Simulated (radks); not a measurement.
Cs II, 54 electrons, occupied as [Kr] 4d10 5s2 5p5 6f1 (not the ground configuration).

Method: scalar-relativistic Kohn-Sham, PBE, spin-polarised, spherical densities, finite nucleus; open shells are filled with parallel spins first (spin-orbit coupling, left out, can overturn this in heavy ions); Fermi nuclear charge, rms radius 4.8041 fm; computed with a radial shooting solver on a logarithmic mesh with Libxc functionals.

Energy parts (eV):
part                      energy
total                 -211860.11
kinetic                223203.11
electron-nucleus      -511917.14
Hartree                 82066.43
exchange-correlation    -5212.51

Orbitals (lengths in bohr, moments of r in powers of bohr; r(90%) holds 90 % of the orbital's charge):
| orbital | occ. | eigenvalue (eV) | r(90%) | <r^4> | <r^2> |
|---|---|---|---|---|---|
| 1s up | 1 | -35811.60 | 0.0470 | 2.246e-06 | 0.0009251 |
| 1s down | 1 | -35811.56 | 0.0470 | 2.246e-06 | 0.0009251 |
| 2s up | 1 | -5629.899 | 0.173 | 0.0003778 | 0.01483 |
| 2s down | 1 | -5629.875 | 0.173 | 0.0003778 | 0.01483 |
| 2p up | 3 | -5052.031 | 0.160 | 0.0002743 | 0.01177 |
| 2p down | 3 | -5051.990 | 0.160 | 0.0002743 | 0.01177 |
| 3s up | 1 | -1181.994 | 0.439 | 0.01584 | 0.1022 |
| 3s down | 1 | -1181.948 | 0.439 | 0.01583 | 0.1022 |
| 3p up | 3 | -996.0045 | 0.445 | 0.01659 | 0.1023 |
| 3p down | 3 | -995.9524 | 0.445 | 0.01658 | 0.1023 |
| 3d up | 5 | -722.9666 | 0.429 | 0.01417 | 0.08839 |
| 3d down | 5 | -722.9173 | 0.429 | 0.01417 | 0.08838 |
| 4s up | 1 | -234.8179 | 0.999 | 0.4338 | 0.5446 |
| 4s down | 1 | -234.7050 | 0.999 | 0.4335 | 0.5445 |
| 4p up | 3 | -175.3470 | 1.08 | 0.5835 | 0.6219 |
| 4p down | 3 | -175.2316 | 1.08 | 0.5822 | 0.6215 |
| 4d up | 5 | -88.7682 | 1.26 | 1.104 | 0.8140 |
| 4d down | 5 | -88.6123 | 1.26 | 1.094 | 0.8114 |
| 5s up | 1 | -40.6424 | 2.45 | 15.76 | 3.273 |
| 5s down | 1 | -39.8536 | 2.46 | 15.80 | 3.271 |
| 5p up | 3 | -26.8320 | 2.89 | 30.28 | 4.465 |
| 5p down | 2 | -26.0239 | 2.91 | 30.89 | 4.498 |
| 6f up | 1 | -1.7890 | 21.9 | 104300 | 277.3 |

The highest occupied level is 6f up at -1.789 eV. The electron density at the nucleus is 3.065e+05 e/bohr^3 (large components only). Spin moment in Bohr magnetons: 2.
